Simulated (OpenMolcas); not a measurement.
Ionisation energies of bismuth

```yaml
Program: OpenMolcas 26.06
Basis: ANO-RCC-VDZP [7s6p4d2f1g]
Scalar_Hamiltonian: DKH2, point nucleus
Spin-orbit_coupling: RASSI with atomic mean-field integrals over the reference wave functions, term energies averaged over their components
```

Active shells in each charge state: the valence s, p shells, with orbitals averaged over the low states. Where CASPT2's correlated closed shells are named, they are those of the first ion.

A. CASSCF
B. SS-CASPT2, IPEA 0.25 Eh, imaginary shift 0.1 Eh (closed shells correlated: 5d)
C. SS-CASPT2, IPEA 0.25 Eh, imaginary shift 0.1 Eh (closed shells correlated: none)
D. SS-CASPT2, IPEA 0 Eh, imaginary shift 0.1 Eh (closed shells correlated: 5d)
E. SS-CASPT2, IPEA 0.25 Eh, imaginary shift 0.1 Eh (closed shells correlated: 4f 5s 5p 5d)

Energies in eV between the lowest computed levels, named as in B; reference values from the NIST Atomic Spectra Database with their kind.

```json
{"From": "Bi+ 6s² 6p² ³P₀", "To": "Bi2+ 6s² 6p ²P°_1/2", "A": "15.699", "B": "16.305", "C": "16.005", "D": "16.361", "E": "16.347", "Spin-orbit share in B": "+0.486", "Reference": "16.703 (measured)"}
{"From": "Bi2+ 6s² 6p ²P°_1/2", "To": "Bi3+ 6s² ¹S₀", "A": "24.389", "B": "25.198", "C": "24.774", "D": "25.263", "E": "25.264", "Spin-orbit share in B": "+1.702", "Reference": "25.571 (measured)"}
{"From": "Bi3+ 6s² ¹S₀", "To": "Bi4+ 6s ²S_1/2", "A": "43.172", "B": "44.156", "C": "43.209", "D": "44.162", "E": "44.274", "Spin-orbit share in B": "+0.000", "Reference": "45.370 (measured)"}
{"From": "Bi4+ 6s ²S_1/2", "To": "Bi5+ 5d¹⁰ ¹S₀", "A": "54.087", "B": "55.403", "C": "54.087", "D": "55.455", "E": "55.572", "Spin-orbit share in B": "+0.000", "Reference": "54.856 (measured)"}
```

Steps that some method lacks are left out, and so are those with a state whose active s or d shell is doubly occupied in every root (s and p with five to eight electrons, d10) over a frozen core shell of the same l, since the two then mix freely.

Error against the reference values, in %:

```csv
From,Reference,A,B,C,D,E
Bi+,measured,-6.0,-2.4,-4.2,-2.0,-2.1
Bi2+,measured,-4.6,-1.5,-3.1,-1.2,-1.2
Bi3+,measured,-4.8,-2.7,-4.8,-2.7,-2.4
Bi4+,measured,-1.4,+1.0,-1.4,+1.1,+1.3
```

Mean absolute error over the 4 measured values: A 1.29 eV, B 0.63 eV, C 1.11 eV, D 0.61 eV, E 0.62 eV.

° marks odd parity.
